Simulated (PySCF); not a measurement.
Sn(I)2 anion (I2Sn), SMILES [Sn]([I])[I] (connectivity only; charge and spin as stated), charge -1, multiplicity 2.

Geometry optimised at PBE-D3(BJ)/def2-SVPD. The multiplicity is an assumed one; other spin states were not compared. The isomer is the one that the SMILES or the coordinates give; other isomers of the formula were not compared. The def2 effective core potentials stand for the cores of I, Sn; spin–orbit coupling is left out.

Calculation: PBE-D3(BJ)/def2-SVPD run with PySCF.

Frequencies are harmonic and unscaled.

Q: Give all harmonic wavenumbers and intensities. (Estimate from the structure and the level; the computed values follow.)

A: 
```
mode  ν (cm⁻¹)  IR (km/mol)  moving atoms (share of kinetic energy)
----  --------  -----------  --------------------------------------
1           40          0.0                         I 83 %, Sn 17 %
2          138         34.5                         Sn 56 %, I 44 %
3          145          7.0                         Sn 51 %, I 49 %
```
